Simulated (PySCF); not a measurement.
Si(OH)4 cation (H₄O₄Si), SMILES O[Si](O)(O)O (connectivity only; charge and spin as stated), charge +1, multiplicity 2. Atoms are numbered in the order given.

```xyz
9

O     -1.0928     0.1556     1.1114
Si     0.0000     0.0000    -0.1869
O      0.1477     1.4060    -0.9222
O     -0.1477    -1.4060    -0.9222
O      1.0928    -0.1556     1.1114
H     -1.1744     1.0198     1.5655
H      0.5506     1.6280    -1.7707
H     -0.5506    -1.6280    -1.7707
H      1.1744    -1.0198     1.5655
```
Charge +1, spin multiplicity 2.

Geometry: ωB97X-D3(BJ)/def2-SVP. The multiplicity is an assumed one; no other spin state was optimised. The isomer is the one that the SMILES or the coordinates give; other isomers of the formula were not compared. Other conformers were not sampled.

Two levels are set side by side: PBE/pcH-1 (PySCF) and B3LYP/pcH-1 (PySCF). Contact hyperfine couplings, same geometry. Differences are taken from unrounded values.

```tsv
quantity	B3LYP
A(iso) of 17O, atom O1 (MHz)	-43.9
A(iso) of 29Si, atom Si2 (MHz)	39.9
A(iso) of 17O, atom O3 (MHz)	1.8
A(iso) of 17O, atom O4 (MHz)	1.8
A(iso) of 17O, atom O5 (MHz)	-43.9
A(iso) of 1H, atom H6 (MHz)	-37.6
A(iso) of 1H, atom H7 (MHz)	-1.4
A(iso) of 1H, atom H8 (MHz)	-1.4
A(iso) of 1H, atom H9 (MHz)	-37.6
```

### Question
What does PBE give, and how far is it from B3LYP? (The exact figures need the calculation; the answer reports its results.)

### Answer

| quantity | PBE | PBE minus B3LYP |
|---|---|---|
| A(iso) of 17O, atom O1 (MHz) | -28.2 | 15.6 |
| A(iso) of 29Si, atom Si2 (MHz) | 34.0 | -5.9 |
| A(iso) of 17O, atom O3 (MHz) | 1.2 | -0.6 |
| A(iso) of 17O, atom O4 (MHz) | 1.2 | -0.6 |
| A(iso) of 17O, atom O5 (MHz) | -28.2 | 15.6 |
| A(iso) of 1H, atom H6 (MHz) | -31.7 | 6.0 |
| A(iso) of 1H, atom H7 (MHz) | -1.7 | -0.3 |
| A(iso) of 1H, atom H8 (MHz) | -1.7 | -0.3 |
| A(iso) of 1H, atom H9 (MHz) | -31.7 | 6.0 |

Rough cost on one machine, each run with all the roots and properties that it gave: B3LYP against PBE within a factor of 2.
